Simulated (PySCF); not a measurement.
**Molecular orbitals of SeF⁻**

PBE0 at R = 1.886 Å; Se aug-pcseg-1, F aug-pcseg-1; no relativity (PySCF 2.14). State: ¹Σ⁺ (singlet), closed shell. Only the outer orbitals are listed, counted within each symmetry.

| orbital | occ. | ε (eV) | on Se (%) | main shells (%) |
| --- | --- | --- | --- | --- |
| 8σ | 2 | -25.99 | 1 | 98 F s |
| 9σ | 2 | -11.80 | 81 | 81 Se s, 16 F p |
| 10σ | 2 | -6.00 | 34 | 67 F p, 18 Se s, 16 Se p |
| 4π | 2 | -5.50 | 6 | 94 F p |
| 4π | 2 | -5.50 | 6 | 94 F p |
| 5π | 2 | -0.34 | 96 | 95 Se p |
| 5π | 2 | -0.34 | 96 | 95 Se p |
| 11σ | 0 | 3.46 | 102 | 98 Se p, 11 F p |

Which are the highest filled and the lowest empty level, where do they sit, and how wide is the gap?

Highest filled 5π at -0.34 eV (in %: 95 Se p); lowest empty 11σ at 3.46 eV (in %: 98 Se p, 11 F p); the gap at PBE0 is 3.80 eV. An empty level above zero is unbound, and its energy depends on the basis.

- bond order (Mayer): 0.36
- ⟨S²⟩: 0.000
- charge on Se (Mulliken, basis-dependent): -0.37
- charge on Se (Löwdin, basis-dependent): -0.16
- dipole moment (positive dipole points towards F; it is taken about the centre of mass and depends on that origin): -0.82 D
- polarisability along the bond: 44.1 bohr³
- polarisability across the bond: 53.5 bohr³

Shares are Mulliken populations and can fall outside 0 to 100 %.
